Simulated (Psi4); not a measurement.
## SiAsH5 (SMILES [SiH3][AsH2]): name the method

SiAsH5 has 7 atoms, charge 0, and is taken as a singlet. As SMILES, `[SiH3][AsH2]`. The shape was relaxed beforehand at PBE0/def2-TZVP.

```xyz
7

Si   -0.5769   -0.4893   -0.4173
As    0.9696    0.2213    1.2251
H    -1.9141   -0.5992    0.2222
H    -0.1634   -1.8335   -0.8979
H    -0.6682    0.4336   -1.5781
H     0.4324    1.6458    1.1922
H     2.0284    0.5329    0.1761
```

Orbital energies are those of the mean-field step.

A calculation with Psi4 1.11 gave:

```json
{
  "total energy": "-2527.9810 Eh",
  "dipole moment": "0.39 D",
  "HOMO energy": "-7.55 eV",
  "LUMO energy": "0.18 eV",
  "HOMO–LUMO gap": "7.72 eV"
}
```

Q: Which of these levels gave the numbers?
A. PBE0-D4/def2-TZVPP (density fitting)
B. MP2/def2-QZVPP (density fitting, density fitting for correlation)
C. PBE-D4/def2-TZVPP (density fitting)
D. B3LYP-D4/def2-TZVPP (density fitting)

A: A. The others give -2527.8820 Eh (PBE-D4/def2-TZVPP (density fitting)), -2526.8070 Eh (MP2/def2-QZVPP (density fitting, density fitting for correlation)), -2528.4554 Eh (B3LYP-D4/def2-TZVPP (density fitting)).
